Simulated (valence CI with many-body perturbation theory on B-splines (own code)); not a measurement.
# Pm XIII: electric-dipole lines

Computed by configuration interaction combined with many-body perturbation theory (CI+MBPT): three valence electrons over a frozen Dirac-Fock core [Kr] 4d10, radial functions for each j: 7 s, 7 p, 7 d, 7 f, 4 g, 2 h, with the one-electron correlation potential Σ1, the two-electron term Σ2, the three-electron term Σ3, Breit, model QED; selected CI, second order for the rest, scaled by the run's own slope (own B-spline code, finite nucleus).

No measured levels were compared; by estimate terms of the open shell hold to a few per cent of their energy, and close levels can change places; configurations with another count of f electrons can be misplaced by thousands of cm⁻¹.

Lines 201 to 250 of 579 in falling wavelength, among levels below 59.949 eV, chosen from the strongest by gf and those to the six lowest levels. Wavelengths and rates use the calculated energies, so an error of 2000 cm⁻¹ moves a line at 481.3 Å by 0.96 % and its rate by three times that or more. Electric multipoles are in the length gauge, E1 and E2 with the static RPA response of the core. Weak lines are less certain than strong ones. Lines between different terms over intervals too small for the method are left out, as are lines whose strength nearly cancels. Where a level lies close to another of its J and parity, the split of strength between their lines is uncertain. The highest levels of a list are the least certain.

Names give the largest LS component (configuration and term), which can be under half, so a name can repeat, a term be missing and a line seem to break the LS rules; names also repeat where a configuration has a term twice. Letters in brackets count levels of one name in rising energy.

```tsv
λ vac (Å)	Upper	Lower	A (s⁻¹)	log gf	Branch %
481.3	4f.5p2 4D°_5/2	4f.5s.5p 4F_7/2 [b]	9.14e+08	-0.72	6.3
480.5	4f.5p2 2F°_7/2 [a]	4f.5s.5p 4D_5/2	2.55e+08	-1.15	2.4
480.3	4f.5p2 2P°_1/2	4f.5s.5p 2D_3/2 [b]	3.54e+09	-0.61	27.2
480.2	4f.5p2 2P°_3/2	4f.5s.5p 2D_5/2 [b]	3.35e+09	-0.33	26.1
479.7	4f.5p2 4F°_9/2 [b]	4f.5s.5p 2G_7/2 [b]	6.02e+08	-0.68	3.4
479.7	4f2.5p 4D°_1/2 [a]	4f2.5s 4F_3/2	1.06e+09	-1.14	20.8
479.1	4f.5p2 4D°_7/2 [a]	4f.5s.5p 4F_5/2	1.19e+09	-0.48	9.8
479.0	4f.5p2 2F°_5/2 [b]	4f.5s.5p 2D_5/2 [a]	5.35e+08	-0.96	4.2
478.5	4f.5p2 2D°_5/2	4f.5s.5p 2D_5/2 [b]	1.28e+09	-0.58	7.5
478.1	4f.5p2 2F°_7/2 [a]	4f.5s.5p 4G_9/2	3.00e+08	-1.09	2.8
476.9	4f.5p2 2D°_3/2 [a]	4f.5s.5p 4D_5/2	1.07e+09	-0.83	9.1
476.9	4f.5p2 4D°_7/2 [a]	4f.5s.5p 2F_7/2 [a]	9.70e+08	-0.58	7.9
476.6	4f.5s.5p 4F_7/2 [b]	4f.5s2 2F°_5/2	3.14e+07	-2.07	16.1
476.0	4f2.5p 4D°_3/2 [a]	4f2.5s 4F_5/2	6.40e+08	-1.06	12.4
475.7	4f.5p2 2G°_9/2 [b]	4f.5s.5p 2G_7/2 [b]	1.84e+09	-0.20	10.6
475.3	4f2.5p 2I°_13/2 [a]	4f2.5s 2I_11/2	2.08e+08	-1.01	2.1
474.4	4f2.5p 2H°_9/2 [b]	4f2.5s 2F_7/2	4.80e+08	-0.79	5.2
473.7	4f2.5p 2G°_7/2 [a]	4f2.5s 2F_5/2	1.02e+09	-0.56	10.9
473.5	4f.5p2 4F°_7/2	4f.5s.5p 2F_7/2 [c]	1.67e+09	-0.35	8.8
472.0	4f2.5p 2I°_11/2 [a]	4f2.5s 4H_13/2	8.51e+06	-2.47	0.2
471.6	4f.5p2 4G°_11/2 [a]	4f.5s.5p 4G_9/2	3.75e+08	-0.82	3.2
471.2	4f.5p2 4G°_5/2 [a]	4f.5s.5p 4G_5/2	3.83e+08	-1.12	3.2
470.7	4f2.5p 2K°_13/2	4f2.5s 4H_13/2	7.47e+07	-1.46	1.6
470.5	4f.5s.5p 4D_5/2	4f.5s2 2F°_5/2	2.22e+08	-1.35	99.9
470.4	4f2.5p 4D°_3/2 [b]	4f2.5s 4P_3/2	9.14e+08	-0.92	9.7
470.4	5s.5p2 2P_1/2	5s2.5p 2P°_3/2	1.52e+09	-0.99	5.5
469.2	4f2.5p 4F°_7/2	4f2.5s 2D_5/2	6.69e+08	-0.75	6.8
468.2	4f.5s.5p 2F_7/2 [b]	4f.5s2 2F°_7/2	9.61e+07	-1.60	64.2
467.5	4f.5p2 4F°_9/2 [b]	4f.5s.5p 2F_7/2 [c]	1.93e+09	-0.20	10.9
466.7	4f.5p2 2F°_5/2 [c]	4f.5s.5p 2F_5/2 [b]	2.82e+09	-0.26	15.3
465.1	4f2.5p 2I°_11/2 [a]	4f2.5s 4H_11/2	2.89e+07	-1.95	0.6
464.5	4f2.5p 4H°_11/2	4f2.5s 2H_11/2	5.57e+08	-0.67	5.7
464.3	4f2.5p 2H°_11/2 [a]	4f2.5s 2I_11/2	2.62e+08	-0.99	2.6
463.9	4f2.5p 2G°_7/2 [b]	4f2.5s 4P_5/2	2.98e+08	-1.11	3.0
463.8	4f2.5p 2K°_13/2	4f2.5s 4H_11/2	4.88e+07	-1.66	1.0
463.6	4f.5p2 4F°_7/2	4f.5s.5p 2F_5/2 [b]	1.10e+09	-0.55	5.8
462.2	4f.5p2 2D°_3/2 [c]	4f.5s.5p 2F_5/2 [b]	7.19e+08	-1.04	4.5
462.0	4f2.5p 2H°_9/2 [b]	4f2.5s 2G_9/2	6.75e+08	-0.67	7.3
461.0	4f.5s.5p 4D_3/2	4f.5s2 2F°_5/2	8.22e+07	-1.98	98.8
460.3	4f2.5p 4P°_1/2	4f2.5s 2P_3/2	3.25e+09	-0.68	36.5
460.2	4f2.5p 4G°_7/2 [c]	4f2.5s 2D_5/2	5.62e+08	-0.85	5.6
459.8	4f2.5p 2H°_9/2 [b]	4f2.5s 2H_11/2	7.30e+08	-0.64	7.9
459.4	4f2.5p 2P°_1/2 [a]	4f2.5s 2D_3/2	5.04e+09	-0.50	69.2
459.2	4f2.5p 2I°_11/2 [a]	4f2.5s 4H_9/2	6.14e+07	-1.63	1.3
458.7	4f2.5p 2F°_5/2 [d]	4f2.5s 4P_5/2	1.10e+09	-0.68	11.4
458.4	4f2.5p 4H°_9/2 [b]	4f2.5s 2H_9/2	1.23e+09	-0.41	12.9
458.1	4f2.5p 2G°_7/2 [a]	4f2.5s 2H_9/2	9.52e+08	-0.62	10.2
457.2	4f.5s.5p 2F_7/2 [b]	4f.5s2 2F°_5/2	5.36e+07	-1.87	35.8
456.6	4f.5p2 2F°_7/2 [b]	4f.5s.5p 2G_7/2 [b]	1.04e+09	-0.59	5.3
456.3	4f.5s.5p 2D_5/2 [a]	4f.5s2 2F°_7/2	2.22e+08	-1.38	32.1
```

Q: How does gf follow from A for the line at 470.7 Å?

A: gf = 1.4992 × (2J+1)_upper × A / σ², with σ = 212470 cm⁻¹ and 2J+1 = 14: gf = 0.0347.
